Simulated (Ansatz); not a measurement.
Mulliken charges of CH4Cl2OSeSi, SMILES `CO[Si](Cl)(Cl)[SeH]` from r2SCAN/def2-TZVPP in Ansatz (PBE0-D4/def2-TZVP geometry).

```
atom   x (Å)   y (Å)   z (Å)  charge (e)
  C1   0.271  -1.330  -1.049      -0.003
  O2   0.542  -0.882   0.268      -0.351
 Si3   0.237   0.598   0.839       0.655
 Cl4   1.098   2.038  -0.331      -0.225
 Cl5   1.096   0.681   2.675      -0.194
 Se6  -2.003   0.905   0.897      -0.174
  H7   0.901  -0.805  -1.772       0.072
  H8   0.495  -2.395  -1.085       0.075
  H9  -0.779  -1.175  -1.312       0.069
 H10  -1.858   2.365   0.870       0.077
```

Task: By hand: the dipole of these point charges (1 e Å = 4.8032 D).

Result: Σ q r = (-0.242, -0.179, -0.374) e Å, of length 0.480 e Å = 2.31 D.

Task: How does the dipole of the full density compare? (Estimate.)

Result: Ansatz gave: (-0.147, -0.090, -0.318) e Å, 1.74 D; the point charges give 1.33 times that, at 11° from its direction.

Point charges leave out the atoms' own dipoles, such as those of lone pairs, and Mulliken's split depends on the basis, so the two needn't agree.
